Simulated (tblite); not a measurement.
Compound: C₂H₂FO₃S (doublet state).
Structure used (GFN2-xTB), in Å, numbered top down from 1:
```xyz
9
C2H2FO3S angstrom
O     -1.1408    1.3787   -0.7641
S     -1.3048    0.1934    0.0316
O     -2.1328   -0.8538   -0.5081
O     -1.2410    0.3108    1.4625
C      0.3721   -0.6125   -0.2783
C      1.3983    0.0993    0.1049
F      1.2995    1.2839    0.6648
H      0.3261   -1.5758   -0.7391
H      2.4371   -0.2181    0.0006
```

Method: GFN2-xTB as coded in tblite; computed harmonic values from a numerical Hessian at the method's own geometry, unscaled. Errors from tens to a few hundred cm⁻¹ against measured bands are possible. Open shells enter through the occupations alone, without spin polarisation, and single modes of such species can be off by tens of per cent.

How many normal modes are there?

9 atoms, non-linear: 3N − 6 = 21.

What is the point group of the computed structure, and how do the modes divide by symmetry?

Cs. The vibrations span 14 a′ + 7 a″.

How many distinct wavenumbers does the calculation give?

21: Cs has no degenerate species.

How many fundamentals are allowed in the infrared by symmetry?

21 of 21: in Cs every mode is allowed. All fundamentals are allowed in the Raman spectrum.

Zero-point energy?

½Σν̃ = 9590 cm⁻¹ = 1.189 eV (21 modes); those above 1550 cm⁻¹ give 0.485 eV of it.

How far is the lowest real mode excited at 298.15 K, as a harmonic oscillator?

48.8 cm⁻¹ is a vibrational temperature θ of 70 K. The population of v = 1 over v = 0 is exp(−θ/T) = 0.79, and the mean quantum number is 3.8.
